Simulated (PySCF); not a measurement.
Ligand exchange on a metal centre used in film growth or etching (Ti F-H). All species are isolated molecules in the gas phase.

All values below come from PBE-D3(BJ)/def2-TZVP // BP86-D3(BJ)/def2-SVP (PySCF). 

```
species                                charge on the central atom (Mulliken) (e)  LUMO (eV)  charge on the central atom (meta-Löwdin) (e)
-------------------------------------  -----------------------------------------  ---------  --------------------------------------------
0 of 4 F replaced by H ([Ti(F)4])                                     (withheld)      -4.10                                          1.54
1 of 4 F replaced by H                                                      1.22      -4.16                                          1.35
2 of 4 F replaced by H ([Ti(F)2(H)2])                                 (withheld)      -4.38                                          1.19
3 of 4 F replaced by H ([Ti(F)(H)3])                                  (withheld)      -4.25                                          1.05
4 of 4 F replaced by H                                                      0.55      -4.32                                          0.92
```

Question: Fill in the missing entries.

Answer: 
- 0 of 4 F replaced by H ([Ti(F)4]), charge on the central atom (Mulliken) (e): 1.48
- 2 of 4 F replaced by H ([Ti(F)2(H)2]), charge on the central atom (Mulliken) (e): 0.99
- 3 of 4 F replaced by H ([Ti(F)(H)3]), charge on the central atom (Mulliken) (e): 0.76
